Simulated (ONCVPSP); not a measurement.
## Transferability test, ONCV potential for Kr (Z = 36)

ONCVPSP 4.0.1 input, shortened (lines: element, Z, core and valence counts, functional; n l f; lmax; l rc ep ncon nbas qcut; lloc lpopt rc5 dvloc0; l nproj debl; icmod fcfact rcfact), LDA (Perdew-Wang 92), scalar-relativistic:

```
  Kr 36.00    6    2  -001012      upf
    1    0    2.00
    2    0    2.00
    2    1    6.00
    3    0    2.00
    3    1    6.00
    3    2   10.00
    4    0    2.00
    4    1    5.00
    2
    0    1.40    0.00    4    7    4.30
    1    1.65    0.00    3    6    5.90
    2    1.35    0.03    5   10    7.80
    4    5    1.05    0.00
    0    2    3.70
    1    1    3.50
    2    2    3.50
    0    0.00    0.00
```

Energies are relative to the spin-unpolarised reference configuration 4s2 4p5; without spin polarisation the order of configurations can differ from experiment.

```json
{"valence configuration": "4s2 4p6", "charge": "0", "ΔE all-electron (eV)": "-14.434", "error AE − PS (meV)": "+9.3"}
{"valence configuration": "4s2 4p4", "charge": "+2", "ΔE all-electron (eV)": "25.336", "error AE − PS (meV)": "+7.6"}
{"valence configuration": "4s2 4p3", "charge": "+3", "ΔE all-electron (eV)": "62.610", "error AE − PS (meV)": "+47"}
```

(1) What are ΔE and the potential's error for 4s2 4p5.5?

Levels in the configuration 4s2 4p6:

```csv
level,all-electron (eV),pseudo (eV)
4s,-23.224,-23.243
4p,-9.390,-9.401
```

Note: ghosts flagged at negative energy: d at -38.8 eV; GHOST(+) flagged for s at 89.0 eV. A true bound ghost makes a file unfit for plane-wave use.

## Answers

(1) ΔE = -8.506 eV all-electron; the error (AE − PS) is +3.4 meV.
